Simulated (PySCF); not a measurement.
Frontier orbitals and the lowest excitations

Compound: C5H4F4O2.
Structure used (PBE0-D3(BJ)/def2-SVP), in Å, numbered top down from 1:
```xyz
15
C5H4F4O2 angstrom
F     -2.1310   -0.6618    1.8250
C     -1.9226    0.1022    0.7008
C     -0.4979    0.5603    0.6567
C      0.0883   -0.1028   -0.3388
O      1.3668   -0.1382   -0.7885
C      2.3490    0.4677   -0.0731
F      3.4776    0.2644   -0.7152
F      2.1445    1.7755    0.0391
F      2.4454   -0.0342    1.1505
C     -0.8965   -0.9687   -1.0549
O     -2.1209   -0.6578   -0.4404
H     -2.6786    0.9048    0.7345
H     -0.0564    1.2435    1.3782
H     -0.6370   -2.0387   -0.9507
H     -0.9484   -0.7346   -2.1318
```

Level of theory: TDDFT wB97X-D/def2-SVPD, vertical, gas phase, core orbitals frozen in the response in PySCF 2.14.0, density-fitted response routines.

Frontier orbitals with the atoms that hold most of them (Löwdin shares over 4%, at most four atoms; ? is withheld):

```
orbital  ε (eV)                            atoms
 HOMO-3  -12.63  F1 40%, O11 17%, C2 11%, C10 9%
 HOMO-2  -11.84  O11 30%, F1 20%, C3 14%, C2 14%
 HOMO-1  -10.76                                ?
   HOMO       ?   C3 35%, C4 26%, O5 13%, C10 6%
   LUMO    1.33                                ?
 LUMO+1    2.15  C6 14%, C10 13%, O5 10%, C4 10%
 LUMO+2    2.60  O11 15%, C2 12%, O5 11%, H12 9%
```

(1) Give the leading atoms of the HOMO-1.

(2) Give the leading atoms of the LUMO.

(3) What is the HOMO energy, and the HOMO–LUMO gap?

Answers

(1) O11 (bonded to 2 C) 58%; C10 (bonded to C, O and 2 H) 10%; F1 (bonded to C) 8%; H14 (bonded to C) 5%.

(2) C4 (bonded to 2 C and O) 31%; C3 (bonded to 2 C and H) 27%; O5 (bonded to 2 C) 8%; H13 (bonded to C) 6%. By element: carbon 58% or more, oxygen 8% or more, hydrogen 6% or more.

(3) ε(HOMO) = -9.88 eV; the gap is 11.22 eV (0.4122 hartree).

Task: The HOMO–LUMO gap is 11.22 eV. Where does the response calculation put the lowest singlet, and from which orbitals?

Result: S1 is at 7.12 eV (f = 0.284), 4.10 eV below the gap, made of HOMO→LUMO (93%). 

Task: Give energy, strength and leading configuration of S1, S2, S3 and S4, and follow the Löwdin shares of the leading atoms from the occupied to the empty orbital.

Result: 
- S1 (7.12 eV, f 0.284), HOMO→LUMO (93%): C3 35% → 27%, C4 26% → 31%
- S2 (7.42 eV, f 0.024), HOMO-1→LUMO (95%): O11 58% → at most 6%, C10 10% → at most 6%, C4 at most 6% → 31%, C3 at most 6% → 27%
- S3 (7.95 eV, f 0.0095), HOMO→LUMO+1 (86%): C3 35% → at most 10%, C4 26% → 10%, C6 at most 6% → 14%, C10 6% → 13%
- S4 (8.10 eV, f 0.0066), HOMO-2→LUMO (94%): O11 30% → at most 6%, F1 20% → at most 6%, C4 at most 15% → 31%, C3 14% → 27%

Löwdin shares depend on the basis, the more so with diffuse functions.

On Arm Neoverse V1, one thread, shared host with 64 logical CPUs at a one-minute load of 151, this took 2.0 min and 1.2 GiB of memory at its peak.

One conformer stands for the species.
